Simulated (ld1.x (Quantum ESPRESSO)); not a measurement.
Building the TM potential for praseodymium (PBE, scalar-relativistic).

Pr (Z = 59), norm-conserving Troullier–Martins (Kleinman–Bylander form), made with ld1.x (Quantum ESPRESSO) 7.5 (PBE, scalar-relativistic). Core [Kr], reference 4d10 4f3 5s2 5p6 5d1 6s1 6p0. Waves: 5p (bound): rc 1.70 bohr; 4d (bound): rc 0.80 bohr; 4f (bound): rc 1.60 bohr; 5s (bound): rc 1.80 bohr. Local part: the s channel. Core correction: Bessel-smoothed model core inside 0.35 bohr.

Occupied shells without a wave of their own: 5d, 6s. They enter only through the test configuration that unscreens the potential, and ld1.x also counts them in the model core charge.

Results:

| Property | Result |
| --- | --- |
| Cutoffs needed | 180 Ry and 300 Ry (the cutoffs (Ry, on a coarse ladder) from which the occupation-weighted sum of valence levels, in a spherical-Bessel basis at the reference potential, stays within 10 and 1 mRy of its value at 400 Ry) |
| Ghost test | no extra level below or beside the all-electron valence levels (p, d, f, s tested) (spherical-Bessel basis up to 400 Ry, 20 bohr box) |
| Largest excitation error | +1833 meV (all-electron minus pseudo) for 4d10 4f3 5s2 5p5 5d0 6s2 6p0, out of 7 test configurations |

The potential misses its own reference levels by up to 0.6 eV. ld1.x takes every shell without a wave as core, so the model core holds the 5d, 6s electrons as well and exchange and correlation see them twice. This cancels in the reference configuration, but the file is broken for other ones, and its errors say nothing about a proper core correction.

Generation and tests took about 3.6 s on one core of a shared server CPU.
